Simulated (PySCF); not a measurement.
A structure optimised at ωB97X-D3(BJ)/def2-TZVP, used in a PySCF frequency run:

```
Al
F 1 1.6466
H 1 1.5591 2 119.79
Br 1 2.2304 3 122.67 2 180.00
```

Q: Write its SMILES, formula and point group.

A: [F][AlH][Br], AlBrFH, Cs

Q: What are its rotational constants (standard atomic weights)?

A: 24.598, 2.3369, 2.1341 GHz
